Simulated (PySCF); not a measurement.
- geometry: GFN2-xTB
- shieldings: GIAO PBE0/pcSseg-1
- run in PySCF 2.14
- no solvent, no relativistic terms, rapidly exchanging positions averaged, single conformer

Scale: ¹H, ¹³C against TMS (reference shieldings calculated alike). Shifts are as computed. Against solution values, carbons near 30 ppm lie about +3 ppm off and those near 130 ppm about +5 ppm. Of 1309 compounds with measured shifts, 239 miss one by over three times the rms of a fit or turn the order of signals round; such compounds aren't used in these exercises. OH and NH positions are gas-phase values without hydrogen bonding to other molecules.

(1) Order these molecules by the shift of their most deshielded carbon-bound hydrogen, lowest δ first.
A. CC(=O)O[Si@@](C)(N)[SiH3]
B. C/C([SiH3])=C(\C=O)C[SiH2]Cl
C. O=C1C=C([SiH2]Cl)C(=O)C1
D. C#C[Si@H]1[C@H](F)[C@@H]1OC(C)C

(2) Order these molecules by the shift of their most shielded carbon, lowest δ first.
A. O=C1C=C([SiH2]Cl)C(=O)C1
B. C=C(/C=C\O/C=C/F)[SiH2]C
C. CC(=O)O[Si@@](C)(N)[SiH3]
D. C#C[Si@H]1[C@H](F)[C@@H]1OC(C)C

(3) How many ¹³C and ¹H signals does each give (equivalence by symmetry and fast rotation, but not about amide C–N or C=N bonds)? `CC(=O)O[Si@@](C)(N)[SiH3]`, `C#C[Si@H]1[C@H](F)[C@@H]1OC(C)C`, `C=C(/C=C\O/C=C/F)[SiH2]C`, `O=C1C=C([SiH2]Cl)C(=O)C1`, `C/C([SiH3])=C(\C=O)C[SiH2]Cl`

## Answers

(1) A (2.17 ppm, hydrogen on a methyl carbon α to a carbonyl), D (5.14 ppm, hydrogen on a three-membered-ring carbon), C (7.61 ppm, hydrogen on a β carbon of a C=C–C=O unit), B (10.29 ppm, hydrogen on an aldehyde carbonyl carbon).

(2) B (-6.2 ppm, methyl carbon bonded to Si), C (2.4 ppm, methyl carbon bonded to Si), D (24.7 ppm, methyl carbon), A (45.5 ppm, sp3 CH2 α to a carbonyl).

(3) CC(=O)O[Si@@](C)(N)[SiH3]: 3 C, 4 H; C#C[Si@H]1[C@H](F)[C@@H]1OC(C)C: 7 C, 7 H; C=C(/C=C\O/C=C/F)[SiH2]C: 7 C, 8 H; O=C1C=C([SiH2]Cl)C(=O)C1: 5 C, 3 H; C/C([SiH3])=C(\C=O)C[SiH2]Cl: 5 C, 5 H.
